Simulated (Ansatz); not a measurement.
Ideal-gas functions of C2HBrF2O (`O=CC(F)(F)Br`) at 400 K and 1 bar, from an Ansatz frequency run at PBE0-D4/def2-TZVP.

Molar mass 158.93 g/mol, point group C1 (symmetry number 1), electronic degeneracy 1, moments of inertia 143.145, 304.347, 353.345 u Å². Harmonic wavenumbers (cm⁻¹, unscaled): 91, 236, 254, 304, 327, 440, 605, 762, 903, 1027, 1183, 1282, 1392, 1875, 2979.

Use S(trans) = R[1.5 ln M + 2.5 ln T − 1.1517]; rotational temperatures θ = 24.2544 K / I; S(rot) = R[ln(√π/σ · √(T³/θAθBθC)) + 1.5]; for each mode x = 1.438777 ν̃/T, S = R[x/(eˣ − 1) − ln(1 − e⁻ˣ)] and H = RT x/(eˣ − 1); 1 cm⁻¹ = 0.0119627 kJ/mol; R = 8.31446 J/(mol·K).

**Question.** By hand: the entropy, in J/(mol·K).

**Answer.** Translation 178.2. Rotation: θ = 0.1694, 0.0797, 0.0686 K, giving 121.0. Vibration, mode by mode: 17.64, 9.92, 9.35, 7.97, 7.43, 5.31, 3.32, 2.13, 1.42, 0.99, 0.63, 0.47, 0.34, 0.08, 0.00, in all 67.0. Electronic 0.0. Sum 366.2 J/(mol·K).

**Question.** By hand: H − E and G − E in kJ/mol, counted from the electronic energy.

**Answer.** Zero-point energy ½ × 13660 × 0.0119627 = 81.7; thermal vibration 14.7; translation, rotation and pV give 4 RT = 13.3. H − E = 109.7 kJ/mol, and G − E = 109.7 − 400 × 366.2/1000 = -36.8 kJ/mol.

Vibration gives 18 % of the entropy, 17.6 J/(mol·K) of it from the mode under 150 cm⁻¹: soft modes count most, and the harmonic formula is weakest for them. The sum counts one conformer and one mirror image; others add a mixing term.
